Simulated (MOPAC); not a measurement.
Job for MOPAC: PM6 on CH5GeN (SMILES [CH3][Ge][NH2]), a point of a bond scan (R = 1.111 Å).

```
PM6 1SCF PRECISE CHARGE=0 THREADS=1
CH5GeN

Ge    -0.21703830 1    -0.01007012 1     0.44524688 1
C      0.73026279 1     1.39571344 1    -0.65095540 1
H      0.39073173 1     2.39683126 1    -0.38074917 1
H      0.59421149 1     1.25013447 1    -1.72469069 1
H      1.80124161 1     1.34067309 1    -0.42974829 1
N     -0.03643845 1    -1.35482851 1    -0.78605328 1
H      0.44655765 1    -1.25643250 1    -1.78201964 1
H     -0.37011551 1    -2.29049868 1    -0.61312951 1
```

The log:

```
*******************************************************************************
 **                                                                           **
 **                              MOPAC v23.2.5                                **
 **                                                                           **
 *******************************************************************************
 ** MOPAC's Digital Object Identifier: https://doi.org/10.5281/zenodo.6511958 **
 **                                                                           **
 ** Please cite the open-source release paper for use of this MOPAC version:  **
 ** J. E. Moussa and J. J. P. Stewart (2026)                                  **
 ** MOPAC: An open-source semiempirical molecular orbital program             **
 ** J. Open Source Softw., 11(119), 8025, https://doi.org/10.21105/joss.08025 **
 *******************************************************************************

                              PM6 CALCULATION RESULTS

 *******************************************************************************
 *  PM6        - The PM6 Hamiltonian to be used
 *
 *
 *
 *                 CHARGE ON SYSTEM = 0
 *
 *
 *
 *  PRECISE    - TIGHTER CRITERIA TO BE USED
 *  1SCF       - DO 1 SCF AND THEN STOP
 *  THREADS=1  - MULTI-THREADING NOT USED
 *  T=         - A TIME OF 172800.0 SECONDS REQUESTED
 *  DUMP=N     - RESTART FILE WRITTEN EVERY 7200.0 SECONDS REQUESTED
 *******************************************************************************
PM6 1SCF PRECISE CHARGE=0 THREADS=1
 CH5GeN

   ATOM   CHEMICAL          X               Y               Z
  NUMBER   SYMBOL      (ANGSTROMS)     (ANGSTROMS)     (ANGSTROMS)

     1      Ge         -0.21703830  *  -0.01007012  *   0.44524688  *
     2       C          0.73026279  *   1.39571344  *  -0.65095540  *
     3       H          0.39073173  *   2.39683126  *  -0.38074917  *
     4       H          0.59421149  *   1.25013447  *  -1.72469069  *
     5       H          1.80124161  *   1.34067309  *  -0.42974829  *
     6       N         -0.03643845  *  -1.35482851  *  -0.78605328  *
     7       H          0.44655765  *  -1.25643250  *  -1.78201964  *
     8       H         -0.37011551  *  -2.29049868  *  -0.61312951  *



          CARTESIAN COORDINATES

    NO.       ATOM           X           Y           Z

     1        Ge         -0.2170     -0.0101      0.4452
     2         C          0.7303      1.3957     -0.6510
     3         H          0.3907      2.3968     -0.3807
     4         H          0.5942      1.2501     -1.7247
     5         H          1.8012      1.3407     -0.4297
     6         N         -0.0364     -1.3548     -0.7861
     7         H          0.4466     -1.2564     -1.7820
     8         H         -0.3701     -2.2905     -0.6131

 General Reference for PM6:
 "Optimization of Parameters for Semiempirical Methods V: Modification of NDDO Approximations
 and Application to 70 Elements", J. J. P. Stewart, J. Mol. Mod., 13, 1173-1213 (2007)
 URL: https://link.springer.com/article/10.1007/s00894-007-0233-4

           Empirical Formula: C H5 N Ge  =     8 atoms



      MOLECULAR POINT GROUP   :   C1


      RHF CALCULATION, NO. OF DOUBLY OCCUPIED LEVELS = 9


 -------------------------------------------------------------------------------
 PM6 1SCF PRECISE CHARGE=0 THREADS=1
 CH5GeN



     1SCF WAS SPECIFIED, SO BFGS WAS NOT USED
     SCF FIELD WAS ACHIEVED


                              PM6 CALCULATION
                                                       MOPAC v23.2.5 Linux




          FINAL HEAT OF FORMATION =         20.49131 KCAL/MOL =      85.73564 KJ/MOL


          COSMO AREA              =        108.21 SQUARE ANGSTROMS
          COSMO VOLUME            =         96.48 CUBIC ANGSTROMS

          IONIZATION POTENTIAL    =          8.072654 EV
          HOMO LUMO ENERGIES (EV) =         -8.073 -0.189
          NO. OF FILLED LEVELS    =          9
          MOLECULAR WEIGHT        =        103.6472         POINT GROUP:  C1

          MOLECULAR DIMENSIONS (Angstroms)

            Atom       Atom       Distance
            H     8    H     3     4.75436
            H     7   Ge     1     2.33195
            H     4    H     5     1.56402


          SCF CALCULATIONS        =          1





   ATOM   CHEMICAL          X               Y               Z
  NUMBER   SYMBOL      (ANGSTROMS)     (ANGSTROMS)     (ANGSTROMS)

     1      Ge         -0.21703830  *  -0.01007012  *   0.44524688  *
     2       C          0.73026279  *   1.39571344  *  -0.65095540  *
     3       H          0.39073173  *   2.39683126  *  -0.38074917  *
     4       H          0.59421149  *   1.25013447  *  -1.72469069  *
     5       H          1.80124161  *   1.34067309  *  -0.42974829  *
     6       N         -0.03643845  *  -1.35482851  *  -0.78605328  *
     7       H          0.44655765  *  -1.25643250  *  -1.78201964  *
     8       H         -0.37011551  *  -2.29049868  *  -0.61312951  *

                             CARTESIAN COORDINATES

   1   Ge       -0.217038300    -0.010070120     0.445246880
   2    C        0.730262790     1.395713440    -0.650955400
   3    H        0.390731730     2.396831260    -0.380749170
   4    H        0.594211490     1.250134470    -1.724690690
   5    H        1.801241610     1.340673090    -0.429748290
   6    N       -0.036438450    -1.354828510    -0.786053280
   7    H        0.446557650    -1.256432500    -1.782019640
   8    H       -0.370115510    -2.290498680    -0.613129510


           Empirical Formula: C H5 N Ge  =     8 atoms



      MOLECULAR POINT GROUP   :   C1


                  EIGENVALUES
 -28.79937 -23.56380 -16.12253 -15.94626 -13.27932 -13.21014 -11.17770  -9.70759
  -8.07265  -0.18867   1.44793   2.54127   5.50074   6.32208   6.41609   6.91799
   7.49445


              NET ATOMIC CHARGES AND DIPOLE CONTRIBUTIONS

  ATOM NO.   TYPE          CHARGE      No. of ELECS.   s-Pop       p-Pop
    1         Ge           0.468928        3.5311     1.72856     1.80252
    2          C          -0.726769        4.7268     1.10912     3.61765
    3          H           0.160456        0.8395     0.83954
    4          H           0.156539        0.8435     0.84346
    5          H           0.159572        0.8404     0.84043
    6          N          -0.694012        5.6940     1.55022     4.14379
    7          H           0.244717        0.7553     0.75528
    8          H           0.230568        0.7694     0.76943
 DIPOLE           X         Y         Z       TOTAL
 POINT-CHG.    -0.673    -0.577     1.202     1.494
 HYBRID         1.253    -0.267    -2.749     3.033
 SUM            0.580    -0.845    -1.547     1.855


          ATOMIC ORBITAL ELECTRON POPULATIONS

     Atom    s        px        py        pz
    1 Ge   1.72856   0.44845   0.54435   0.80972
    2  C   1.10912   1.20072   1.22100   1.19592
    3  H   0.83954
    4  H   0.84346
    5  H   0.84043
    6  N   1.55022   1.60121   1.24917   1.29341
    7  H   0.75528
    8  H   0.76943

 **********************
 *                    *
 * JOB ENDED NORMALLY *
 *                    *
 **********************




 == MOPAC DONE ==
```

The run finished.

Cost: roughly 0.020 core-seconds.
